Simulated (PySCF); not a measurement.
2H-1,3,5-oxadiazine (C3H4N2O), SMILES C1=NC=NCO1.

Geometry optimised at B3LYP-D3(BJ)/def2-SVP. Other conformers were not sampled.

Two levels are set side by side: TDDFT-PBE/def2-SVPD (PySCF) and TDDFT-ωB97X/def2-SVPD (PySCF). Vertical, same geometry. The lowest singlet is HOMO→LUMO 83 %, HOMO−1→LUMO 16 % with PBE and HOMO−1→LUMO 58 %, HOMO→LUMO 38 % with the other functional; states are paired by order. Differences are taken from unrounded values.

```tsv
quantity	TDDFT-ωB97X	TDDFT-PBE	TDDFT-PBE minus TDDFT-ωB97X
lowest singlet excitation (eV)	4.61	3.74	-0.87
lowest triplet excitation (TDA) (eV)	3.54	3.12	-0.42
```

A lower first singlet is the usual sign of a functional without exact exchange. Differences between two approximate levels are no errors against the true value.

Rough cost on one machine, each run with all the roots and properties that it gave: TDDFT-ωB97X against TDDFT-PBE about 7 times.
